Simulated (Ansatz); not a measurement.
C₂H₉GaO (`[CH3][GaH-]([CH3])[OH2+]`), one more setting.

```yaml
crystal:
  periodic: [false, false, false]
  atoms:
    - {symbol: C, position_ang: [-1.181866, 1.373741, -0.741438]}
    - {symbol: Ga, position_ang: [-0.488179, -0.377966, -0.144478]}
    - {symbol: C, position_ang: [1.311674, -0.980540, -0.735257]}
    - {symbol: O, position_ang: [0.151373, 0.138696, 1.933072]}
    - {symbol: H, position_ang: [-1.601367, 1.291652, -1.748595]}
    - {symbol: H, position_ang: [-1.975908, 1.736714, -0.085265]}
    - {symbol: H, position_ang: [-0.390278, 2.126089, -0.774846]}
    - {symbol: H, position_ang: [-1.511201, -1.481741, 0.373129]}
    - {symbol: H, position_ang: [1.270242, -1.316118, -1.775832]}
    - {symbol: H, position_ang: [1.688907, -1.821869, -0.147174]}
    - {symbol: H, position_ang: [2.044169, -0.168743, -0.694926]}
    - {symbol: H, position_ang: [-0.365962, -0.419244, 2.522847]}
    - {symbol: H, position_ang: [1.068797, -0.135572, 2.033463]}
basis:
  gaussian: {orbitals: 6-31G}
magnetization: {spin_polarized: true, initial_magnetization: 0}
hamiltonian: {xc: {name: B97}}
accuracy: high
```

```sh
$ ansatz run in.yaml --threads 4 --pin off --events-out ev --progress --plain --max-ram 10444MiB
```

Output, abridged:

```
Functional definition: B97
  name "B97"
  cite "Becke, J. Chem. Phys. 107, 8554 (1997) doi:10.1063/1.475007"
  parameter cx = 0.1943
  parameter cx0 = 0.8094
  parameter cx1 = 0.5073
  parameter cx2 = 0.7481
  parameter css0 = 0.1737
  parameter css1 = 2.3487
  parameter css2 = -2.4868
  parameter cos0 = 0.9454
  parameter cos1 = 0.7471
  parameter cos2 = -4.5961
  exchange = spin_sum(e_x_unif_s*poly(b97_u_x, cx0, cx1, cx2)) + cx*exact_x
  correlation = spin_sum(e_c_pw_same_spin*poly(b97_u_same, css0, css1, css2))
      + integral(e_c_pw_opposite_spin*poly(b97_u_opposite, cos0, cos1, cos2))
1765 factors; integrals over basis functions are off by at most 4.5e-9 eV
mean field evaluation 1: about -56620.5387 eV, gradient 5.1e1 eV
mean field evaluation 2: about -56613.4985 eV, gradient 6.4e1 eV
mean field evaluation 4: about -56631.7833 eV, gradient 2.4e0 eV
mean field evaluation 8: about -56631.9724 eV, gradient 1.2e-1 eV
mean field evaluation 16: about -56631.9725 eV, gradient 4.1e-6 eV
mean field -56631.97248923 eV, -2081.1866024495 hartree, gradient 4.2e-8 eV, S^2 0.000000; 0 other end points of the search recorded, 0 dependent functions left out
reference -56631.97249242 eV, -2081.1866025666 hartree; 30, 30 occupied and 44, 44 virtual orbitals, 1765 factors
Total energy: -56631.97249242 eV, -2081.1866025666 hartree
```

Run time 18 s (4 threads of an Arm Neoverse V2 on a shared host); peak host memory 0.96 GiB.
